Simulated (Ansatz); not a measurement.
Consider the redistribution: `[NH2][SnH2][SiH2]O` + `[CH3][Al]([OH])[F]` → `[CH3][Al]([OH])[SiH2]O` + `[NH2][SnH2][F]`.

Program: Ansatz. Geometries: PBE0-D4/def2-TZVP. ΔE: electronic, gas phase. CBS: MP2 limit from def2 TZ/QZ plus the TZ coupled-cluster correction, frozen cores. DFT in def2-TZVPP. B3LYP here is the variant with VWN-RPA as its local correlation; programs differ in this. Elements past krypton have def2 core potentials. For Sn outer-core shells are correlated without core-valence functions, which leaves a few kJ/mol of doubt a bond. Each species was taken in one conformer, which may not be the lowest.

```json
{"level": "PBE-D4", "ΔE (kJ/mol)": "156.2", "difference from CCSD(T)/CBS": "-8.2"}
{"level": "B3LYP-D4", "ΔE (kJ/mol)": "163.0", "difference from CCSD(T)/CBS": "-1.4"}
{"level": "B2PLYP", "ΔE (kJ/mol)": "162.9", "difference from CCSD(T)/CBS": "-1.5"}
{"level": "PBE", "ΔE (kJ/mol)": "152.8", "difference from CCSD(T)/CBS": "-11.6"}
{"level": "B3LYP", "ΔE (kJ/mol)": "157.2", "difference from CCSD(T)/CBS": "-7.2"}
{"level": "MP2/def2-TZVPP", "ΔE (kJ/mol)": "176.5", "difference from CCSD(T)/CBS": "12.1"}
{"level": "MP2/def2-QZVPP", "ΔE (kJ/mol)": "175.3", "difference from CCSD(T)/CBS": "10.9"}
{"level": "SCS-MP2/def2-QZVPP", "ΔE (kJ/mol)": "164.6", "difference from CCSD(T)/CBS": "0.2"}
{"level": "HF/CBS(def2)", "ΔE (kJ/mol)": "141.8", "difference from CCSD(T)/CBS": "-22.6"}
{"level": "MP2/CBS(def2)", "ΔE (kJ/mol)": "175.7", "difference from CCSD(T)/CBS": "11.3"}
{"level": "CCSD(T)/CBS", "ΔE (kJ/mol)": "164.4", "difference from CCSD(T)/CBS": "0"}
```

Largest T1 diagnostic among the species: 0.013.

The D4 term adds +5.8 kJ/mol with B3LYP and +2.8 kJ/mol with PBE0; it sums over pairs of atoms, weighted by their polarisabilities, and B3LYP, whose exchange is more repulsive, gets the larger term. In def2-TZVPP, CCSD(T) changes the Hartree–Fock value by +20.9 kJ/mol (the triples alone add +1.5 kJ/mol) and MP2 by +32.2 kJ/mol. From PBE to PBE0 (25 % exact exchange), in def2-TZVPP and without D4, ΔE moves by +4.5 kJ/mol.
